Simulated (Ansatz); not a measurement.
The same carbene extrusion along the group F, Cl, Br.

Calculated with Ansatz (gas phase, PBE0-D4/def2-TZVP geometries, no zero-point term in ΔE). CCSD(T)/CBS is the MP2 limit (def2-TZVPP, def2-QZVPP) plus CCSD(T) − MP2 in def2-TZVPP, frozen cores. This one scheme is used for every species. Functionals use def2-TZVPP. Triplets are unrestricted, without spin–orbit coupling. For Br outer-core shells are correlated without core-valence functions, which leaves a few kJ/mol of doubt a bond. Scalar relativity is left out up to krypton. Each species was taken in one conformer, which may not be the lowest.

```tsv
reaction	B2PLYP (kJ/mol)	ωB97M-V (kJ/mol)	CCSD(T)/CBS(def2) (kJ/mol)
`COB(O)F` → `[CH2]` (triplet) + `OB(O)F`	375	385	380
`COB(O)Cl` → `[CH2]` (triplet) + `OB(O)Cl`	376	386	382
`COB(O)Br` → `[CH2]` (triplet) + `OB(O)Br`	376	387	383
```

Largest T1 diagnostic: 0.012, for `OB(O)F`.
